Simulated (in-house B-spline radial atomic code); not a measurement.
Configurations of Sm8+, with energies counted from [Kr] 4d10 4f4 5s2 5p2. Computed with a B-spline radial code for spherical atoms: Dirac-Hartree-Fock, average of configuration, Fermi nucleus of rms radius 5.0819 fm. Energies include first-order Breit, QED and recoil terms.

Occupations are held fixed; configurations that lie above the ionisation limit could autoionise.

```json
{"configuration": "[Kr] 4d10 4f5 5s2 5p1", "E - E(ref) (eV)": "8.2466", "highest orbital": "4f7/2", "its <r> (bohr)": "0.807"}
{"configuration": "[Kr] 4d10 4f4 5s2 5p1 5d1", "E - E(ref) (eV)": "35.558", "highest orbital": "5d5/2", "its <r> (bohr)": "1.699"}
{"configuration": "[Kr] 4d10 4f4 5s2 5p1 6s1", "E - E(ref) (eV)": "52.578", "highest orbital": "6s1/2", "its <r> (bohr)": "2.409"}
{"configuration": "[Kr] 4d10 4f4 5s2 5p1 6g1", "E - E(ref) (eV)": "99.547", "highest orbital": "6g7/2", "its <r> (bohr)": "4.711"}
{"configuration": "[Kr] 4d10 4f4 5s2 5p1 9s1", "E - E(ref) (eV)": "106.95", "highest orbital": "9s1/2", "its <r> (bohr)": "7.732"}
{"configuration": "[Kr] 4d10 4f3 5s2 5p2 9d1", "E - E(ref) (eV)": "109.8", "highest orbital": "9d5/2", "its <r> (bohr)": "9.113"}
{"configuration": "[Kr] 4d9 4f4 5s2 5p2 5g1", "E - E(ref) (eV)": "220.94", "highest orbital": "5g7/2", "its <r> (bohr)": "2.906"}
```

(1) Order these further configurations by energy, lowest first.
A. [Kr] 4d10 4f3 5s2 5p2 7d1
B. [Kr] 4d10 4f4 5s2 5p1 9g1
C. [Kr] 4d9 4f4 5s2 5p2 8g1
D. [Kr] 4d9 4f4 5s2 5p2 9g1
E. [Kr] 4d10 4f3 5s2 5p2 6s1

(2) How far above the reference does [Kr] 4d10 4f3 5s2 5p2 7s1 lie?

(3) How far above the reference does [Kr] 4d9 4f4 5s2 5p2 8s1 lie?

(4) How far above the reference does [Kr] 4d10 4f4 5s2 5p1 7d1 lie?

Results:

(1) E (50.284 eV), A (92.708 eV), B (116.94 eV), C (248.3 eV), D (252.03 eV).

(2) 80.764 eV; its least bound orbital is 7s1/2 with <r> = 3.828 bohr.

(3) 232.86 eV; its least bound orbital is 8s1/2 with <r> = 5.591 bohr.

(4) 94.433 eV; its least bound orbital is 7d5/2 with <r> = 4.792 bohr.
